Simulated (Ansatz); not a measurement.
Total energies of Cu(PH3)(NH2) (CuPNH5) from Ansatz at PBE0-D4/def2-TZVP, gas phase (1 Eh = 27.2114 eV = 2625.5 kJ/mol). The reference geometry is relaxed at PBE-D4/def2-TZVP.

Cartesian coordinates in Å:
```
Cu 0.4981 -0.1169 0.1920
P -1.5480 0.3016 -0.2726
H -1.8682 1.5698 -0.8326
H -2.5960 0.2732 0.6956
H -2.2025 -0.4944 -1.2538
N 2.2165 -0.4786 0.6914
H 2.6142 -1.3254 0.2784
H 2.8860 0.2707 0.5016
```

| state | geometry | energy (Eh) |
| --- | --- | --- |
| charge 0 singlet | reference | -2039.23971 |
| charge 1 doublet | reference | -2038.97022 |
| charge 1 doublet | relaxed at PBE-D4/def2-TZVP | -2038.98522 |
| free Cu atom (doublet) | – | -1640.24417 |
| free P atom (quartet) | – | -341.13505 |
| free H atom (doublet) | – | -0.50104 |
| free N atom (quartet) | – | -54.54382 |

Question: Work out the vertical ionisation energy to the doublet.

Answer: E(charge 1 doublet) − E(charge 0 singlet) = -2038.97022 − (-2039.23971) = 0.26949 Eh = 7.33 eV. For comparison, −ε of the highest occupied level is 5.26 eV at this level, 2.07 eV less.

Question: How much does the charge 1 doublet relax, and what is the adiabatic ionisation energy?

Answer: Relaxation: -2038.97022 − (-2038.98522) = 0.01500 Eh = 0.41 eV. Adiabatic ionisation energy: 0.25449 Eh = 6.93 eV, without zero-point energy. 

Question: What is the binding energy per atom against free atoms?

Answer: Atoms: 1 × (-1640.24417) + 1 × (-341.13505) + 5 × (-0.50104) + 1 × (-54.54382) = -2038.42824 Eh. Binding: -2038.42824 − (-2039.23971) = 0.81147 Eh = 22.08 eV, or 2.76 eV for each of 8 atoms (no zero-point energy, no counterpoise term).
